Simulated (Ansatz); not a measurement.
Gas-phase electronic energies from Ansatz, PBE0-D4/def2-TZVP geometries. CBS: MP2 limit from def2 TZ/QZ plus the TZ coupled-cluster correction, frozen cores. DFT in def2-TZVPP. B3LYP here is the variant with VWN-RPA as its local correlation; programs differ in this. HSE06 is defined as in plane-wave codes. def2 core potentials past Kr. For I outer-core shells are correlated without core-valence functions, which leaves a few kJ/mol of doubt a bond. One conformer a species, not always the lowest.

Reaction (redistribution): `I[Si](I)(I)I` + `O[SiH2]F` → `I[SiH](I)I` + `O[SiH](F)I`

Q: Is it downhill or uphill in electronic energy at CCSD(T)/CBS, and by how much? (An estimate is asked.)

A: Computed: Downhill: ΔE = -0.06 eV.

Q: What do these levels give: LDA (SPW92), PBE0-D4, B3LYP, HSE06, CAM-B3LYP, MP2/CBS(def2)? (An estimate is asked.)

A: The calculation gave: LDA (SPW92) -0.17, PBE0-D4 -0.12, B3LYP -0.20, HSE06 -0.18, CAM-B3LYP -0.22, MP2/CBS(def2) 0.05 eV.

Largest T1 diagnostic among the species: 0.011.

The D4 term adds +0.12 eV with B3LYP and +0.06 eV with PBE0; it sums over pairs of atoms, weighted by their polarisabilities, and B3LYP, whose exchange is more repulsive, gets the larger term. In def2-TZVPP, CCSD(T) changes the Hartree–Fock value by +0.16 eV (the triples alone add +0.03 eV) and MP2 by +0.27 eV. Leaving LDA and LC-ωPBE aside and taking each functional with its dispersion term where it has one, the values, not all of them listed here, spread over 0.11 eV, from r2SCAN-D4 to BLYP-D4.
